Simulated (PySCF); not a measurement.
C2H5O2, SMILES [OH+]=COC, charge +1. Atoms are numbered in the order given.

```xyz
9

C     -0.3962    -1.4720     0.0000
O      0.6986    -0.4916     0.0000
C      0.5336     0.7570     0.0000
O     -0.5730     1.3906     0.0000
H     -0.9899    -1.3455    -0.9168
H      0.1038    -2.4455     0.0000
H     -0.9899    -1.3455     0.9168
H      1.4423     1.3765     0.0000
H     -1.3943     0.8576     0.0000
```
Charge +1, spin multiplicity 1.

Coordinates come from a B3LYP-D3(BJ)/def2-SVP optimisation. The isomer is the one that the SMILES or the coordinates give; other isomers of the formula were not compared. The values are those of a single conformer.

The numbers are results of B3LYP/def2-TZVPD in PySCF, not measurements.

Symmetry labels are those of the subgroup Cs that the program uses (full group Cs).

Question: List the valence orbital energies around the gap with their symmetry. (The exact figures need the calculation; the answer reports its results.)

Answer: 
| orbital | symmetry | energy (eV) |
|---|---|---|
| HOMO−7 | A' | -22.18 |
| HOMO−6 | A' | -21.73 |
| HOMO−5 | A" | -20.50 |
| HOMO−4 | A' | -18.28 |
| HOMO−3 | A" | -18.21 |
| HOMO−2 | A' | -18.12 |
| HOMO−1 | A' | -16.41 |
| HOMO | A" | -16.19 |
| LUMO | A" | -7.83 |
| LUMO+1 | A' | -5.45 |
| LUMO+2 | A' | -4.35 |
| LUMO+3 | A' | -4.03 |
